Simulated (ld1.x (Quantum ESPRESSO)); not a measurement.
# PBEsol TM dataset for helium (He), non-relativistic all-electron reference.

ld1.x (Quantum ESPRESSO) 7.5 input, shortened:

```
&input
   title='He', zed=2., rel=0, dft='PBESOL', iswitch=3,
   config='[He] 2p-2'
 /
 &inputp
   pseudotype=2, tm=.true., lloc=1,
   nlcc=.false.
 /
2
1S  1  0   2.00   0.00  0.60  0.60  0.0
2P  2  1  -2.00   0.45  0.50  0.50  0.0
 &test
   configts(1)='1s2'
 /
```

* Cutoffs needed: 140 Ry and 200 Ry (the cutoffs (Ry, on a coarse ladder) from which the occupation-weighted sum of valence levels, in a spherical-Bessel basis at the reference potential, stays within 10 and 1 mRy of its value at 400 Ry)
* Ghost test: no extra level below or beside the all-electron valence levels (s, p, d, f tested) (spherical-Bessel basis up to 400 Ry, 20 bohr box)
* Largest excitation error: +6.2 meV (all-electron minus pseudo) for 1s1, out of 2 test configurations
